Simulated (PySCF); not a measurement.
diethyl ether (C4H10O), SMILES O(CC)CC. Atoms are numbered in the order given.

```xyz
15

C      2.2941     0.4231    -0.1409
C      0.8062     0.6703    -0.0710
O      0.1780    -0.4971     0.3787
C     -1.1990    -0.3825     0.6076
C     -2.0348    -0.3453    -0.6601
H      2.6844     0.1454     0.8493
H      2.5132    -0.4011    -0.8357
H      2.8236     1.3225    -0.4883
H      0.5854     1.5124     0.6193
H      0.4273     0.9745    -1.0676
H     -1.4109     0.5128     1.2292
H     -1.4786    -1.2621     1.2090
H     -3.1073    -0.3540    -0.4123
H     -1.8177    -1.2240    -1.2863
H     -1.8419     0.5573    -1.2595
```
Charge 0, spin multiplicity 1.

Geometry: PBE0-D3(BJ)/def2-SVP. Other conformers were not sampled.

The numbers are results of TDDFT-CAM-B3LYP/def2-SVPD (PySCF), not measurements.

Vertical excitations. Gas-phase values at a fixed geometry.

```csv
state,energy (eV),λ (nm),f,main pairs
S1,7.24,171,0.017,HOMO→LUMO 91 %
S2,7.94,156,0.008,"HOMO→LUMO+1 49 %, HOMO→LUMO+2 37 %"
S3,8.01,155,0.016,"HOMO→LUMO+2 50 %, HOMO→LUMO+1 38 %"
S4,8.23,151,0.054,HOMO→LUMO+3 80 %
S5,8.67,143,0.006,HOMO−1→LUMO 83 %
S6,8.92,139,0.019,"HOMO→LUMO+4 35 %, HOMO→LUMO+5 24 %, HOMO→LUMO+9 15 %, HOMO→LUMO+6 6 %"
S7,9.06,137,0.001,"HOMO→LUMO+6 67 %, HOMO→LUMO+4 14 %"
S8,9.27,134,0.031,"HOMO−1→LUMO+1 43 %, HOMO−2→LUMO 20 %, HOMO→LUMO+5 10 %"
S9,9.35,133,0.058,"HOMO→LUMO+5 40 %, HOMO→LUMO+4 28 %, HOMO−1→LUMO+1 9 %"
S10,9.39,132,0.017,HOMO−1→LUMO+2 72 %
T1,7.08,175,0,HOMO→LUMO 87 %
T2,7.78,159,0,"HOMO→LUMO+2 48 %, HOMO→LUMO+1 29 %, HOMO→LUMO+3 8 %"
T3,7.88,157,0,"HOMO→LUMO+1 51 %, HOMO→LUMO+2 29 %"
T4,8.09,153,0,"HOMO→LUMO+3 67 %, HOMO→LUMO+4 12 %"
```
Triplets are in the Tamm–Dancoff approximation, which puts them higher than full response would, so one can lie above its singlet here.
